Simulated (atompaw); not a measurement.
What one change does to a pseudopotential (Pd (Z = 46), PAW (atompaw))

palladium, PAW, made with atompaw 4.2.0.5 (PBEsol, scalar-relativistic). Core [Kr], reference 4d8 5s0 5p0 (charge +2). Waves: 5s (bound, empty); 5s channel at -0.6 Ry; 5p (bound, empty); 5p channel at 1.1 Ry; 4d (bound); 4d channel at -1.1 Ry. Local part: bessel scheme, radius 2.00 bohr. Core correction: smooth core density matched at 2.90 bohr. Augmentation charge: besselshape compensation charge, radius 2.90 bohr; PAW radius 2.90 bohr; waves and projectors: bloechl.

All-electron outer shells of the reference configuration (PBEsol, scalar-relativistic, ld1.x):

| shell | level (eV) | outermost node (bohr) | outermost maximum (bohr) |
| --- | --- | --- | --- |
| 4p | -76.03 | 0.46 | 0.91 |
| 4d | -27.32 | 0.45 | 1.07 |
| 5s | -20.16 | 1.13 | 2.27 |
| 5p | -13.92 | 1.26 | 2.74 |

Change: local potential ultrasoft scheme with l = 3 at 0 Ry, radius 2.00 bohr.

Cutoffs: the cutoffs (Ry, on a coarse ladder) from which the occupation-weighted sum of valence levels, in a spherical-Bessel basis at the reference potential, stays within 10 and 1 mRy of its value at 400 Ry; they do not see the model core or the augmentation charge, which bear on the density cutoff.

**Question.** What does the change do?

**Answer.** The potential gets harder (25 Ry and 30 Ry → 40 Ry and 50 Ry); both files keep a bound ghost (s); the f channel binds one level more than in the base.

| quantity | base | changed |
| --- | --- | --- |
| cutoff, loose | 25 Ry | 40 Ry |
| cutoff, tight | 30 Ry | 50 Ry |
| bound ghosts | s | s |
| s: phases at 2.92 bohr within 0.05 rad from the reference energy up to (Ry; the scan ends near 5) | 1.7 | 1.8 |
| p: phases at 2.92 bohr within 0.05 rad from the reference energy up to (Ry; the scan ends near 5) | 3.1 | 2.2 |
| d: phases at 2.92 bohr within 0.05 rad from the reference energy up to (Ry; the scan ends near 5) | 3.9 | 4.5 |
| lowest overlap eigenvalue by channel | s 0.01, p 0.61, d 0.95 | s 0.00, p 0.37, d 1.00 |

 A true bound ghost makes a file unfit for plane-wave use even where its test errors are small: the radial tests pick states by their node count and pass the ghost by. The cutoffs see the waves, projectors and local potential, not the compensation charge or the core.
